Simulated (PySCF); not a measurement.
Run record: geometry optimisation, nickel difluoride (`[F][Ni][F]`) [triplet].

Method: PBE0-D3(BJ)/def2-SVP geometry optimisation, gas phase (PySCF 2.14.0). Start geometry: GFN2-xTB. The command runs a driver script over a list of jobs; the input below is this job's line of settings and its coordinates in Å.

Command:
```bash
OMP_NUM_THREADS=1 python probes_run.py task.json out
```

Input:
```
{"job": {"xc": "PBE0", "basis": "def2-SVP", "d3": "d3bj", "grid": 1, "shake": 0.01, "kind": "geom"}, "charge": 0, "multiplicity": 3}
F     -1.650780     0.162040    -0.002080
Ni    -0.001820     0.098960    -0.006330
F      1.658610     0.014470    -0.010770
```

Task: Give the output.

Result: 
```
step   0  E = -1707.24349409  max force = 0.032628
step   1  E = -1707.24479079  max force = 0.020474
step   2  E = -1707.24582062  max force = 0.008923
step   3  E = -1707.24600765  max force = 0.000968
step   4  E = -1707.24601391  max force = 0.000128
optimisation converged
```

Energies in Eh; «max force» is the largest Cartesian gradient component in Eh/bohr.

Task: How much energy does the optimisation release, in eV?

Result: E(step 0) − E(last step) = 0.002520 Eh, which is 0.069 eV.

Task: Give the first gradient maximum in eV/Å.

Result: With 1 Eh/bohr = 51.422 eV/Å, 1.678 eV/Å.

Main results: final energy -1707.24601 Eh after 4 steps; dipole 0.02 D.

Task: Where do the atoms end?

Result: 0.038 Å rms from the input after alignment:
```
atom  x, y, z in Å
F1    -1.6234    0.1204   -0.0393
Ni2    0.0789    0.1163   -0.0416
F3     1.7811    0.1037   -0.0439
```

The run took 19 s of wall time on an Arm Neoverse V1 with one thread, no GPU, on a shared host, and the process peaked at 0.28 GiB of memory.
Labels such as C1 count atoms from 1, the log's own numbers from 0.
